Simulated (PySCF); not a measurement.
Telling isomers of C₆H₁₁FN₂Si apart by NMR

Theory: shielding tensors at PBE0/pcSseg-1 (GIAO), structure optimised with GFN2-xTB, in PySCF (non-relativistic Hamiltonian, single conformer, equivalent nuclei averaged, in vacuum).

Chemical shifts δ = σref − σ; 1H (σ = 31.72 ppm) and 13C (σ = 186.93 ppm) vs TMS, all at this level. Splittings of carbon signals by F and P are missing where no couplings were computed. Where no couplings were computed, multiplicities follow the n + 1 count of equivalent neighbours, and m marks all less simple cases (inequivalent or close neighbours, rings, F or P nearby). Shifts are as computed. Against solution values, carbons near 30 ppm lie about +3 ppm off and those near 130 ppm about +5 ppm. Of 1309 compounds with measured shifts, 239 miss one by over three times the rms of a fit or turn the order of signals round; such compounds aren't used in these exercises.

(1) Tabulate the signals of `CCCc1c(F)cnn1[SiH3]`, `CCc1nn([SiH3])c(C)c1F` and their relative energies.

(2) What is the quickest way to tell CCCc1c(F)cnn1[SiH3] from CCc1nn([SiH3])c(C)c1F?

## Answers

(1) 
| SMILES | carbon types | δC | δH | E rel. (kcal/mol) |
| --- | --- | --- | --- | --- |
| CCCc1c(F)cnn1[SiH3] | 2×C 1×CH 2×CH2 1×CH3 | 159.5, 138.8, 136.1, 30.9, 26.7, 15.4 | 7.61 (m, 1H), 5.27 (s, 3H), 2.89 (t, 2H), 1.79 (m, 2H), 0.90 (t, 3H) | 5.4 |
| CCc1nn([SiH3])c(C)c1F | 3×C 1×CH2 2×CH3 | 158.3, 150.0, 134.5, 24.6, 16.5, 10.2 | 5.17 (s, 3H), 2.79 (q, 2H), 2.44 (s, 3H), 1.26 (t, 3H) | 0.0 |

Energies are electronic energies at PBE0/pcSseg-1 on these geometries, without zero-point or thermal terms, each for the one conformer computed, which needn't be the lowest.

(2) Both give the same number of carbon signals, but DEPT or the intensities differ. The first has an aromatic CH next to a ring nitrogen at 136.1 ppm, the second a substituted aromatic carbon next to a ring nitrogen (C) at 150.0 ppm. Their most deshielded carbons lie at 159.5 and 158.3 ppm. In the proton spectra the most deshielded non-exchanging signals are 7.61 (m, 1H) and 5.17 (s, 3H).
